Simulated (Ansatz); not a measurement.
Reaction (ligand exchange at a Ge–F bond): `[F][GeH2][SiH2]Cl` + HCl → `Cl[SiH2][GeH2][Cl]` + H–F

Computed with Ansatz on PBE0-D4/def2-TZVP structures; ΔE is electronic, products minus reactants. CCSD(T)/CBS is the MP2 limit (def2-TZVPP, def2-QZVPP) plus CCSD(T) − MP2 in def2-TZVPP, frozen cores. This one scheme is used for every species. DFT in def2-TZVPP. For Ge outer-core shells are correlated without core-valence functions, which leaves a few kJ/mol of doubt a bond. Scalar relativity is left out up to krypton. Each species was taken in one conformer, which may not be the lowest.

```json
{"level": "r2SCANh-D4", "ΔE (kcal/mol)": "-5.1"}
{"level": "r2SCAN0", "ΔE (kcal/mol)": "-5.6"}
{"level": "CAM-B3LYP", "ΔE (kcal/mol)": "-2.4"}
{"level": "RPA@PBE/def2-TZVPP", "ΔE (kcal/mol)": "-4.0"}
{"level": "HF/def2-SVP", "ΔE (kcal/mol)": "-2.9"}
{"level": "HF/def2-TZVPP", "ΔE (kcal/mol)": "-3.4"}
{"level": "CCSD/def2-TZVPP", "ΔE (kcal/mol)": "-4.9"}
{"level": "MP2/def2-QZVPP", "ΔE (kcal/mol)": "-7.2"}
```

Task: What does CCSD(T)/CBS give? (Estimate.)

Result: Ansatz gave: -6.3 kcal/mol. The listed levels differ from it by 1.2, 0.7, 3.9, 2.3, 3.4, 2.9, 1.4, -0.9 kcal/mol.

Largest T1 diagnostic among the species: 0.011.

The D4 term adds −1.6 kcal/mol with B3LYP and −0.9 kcal/mol with PBE0; it sums over pairs of atoms, weighted by their polarisabilities, and B3LYP, whose exchange is more repulsive, gets the larger term. From BLYP to BHLYP (50 % exact exchange), in def2-TZVPP and without D4, ΔE moves by −1.8 kcal/mol. In def2-TZVPP, CCSD(T) changes the Hartree–Fock value by −1.9 kcal/mol (the triples alone add −0.3 kcal/mol) and MP2 by −3.3 kcal/mol.

B3LYP here is the variant with VWN-RPA as its local correlation; programs differ in this.
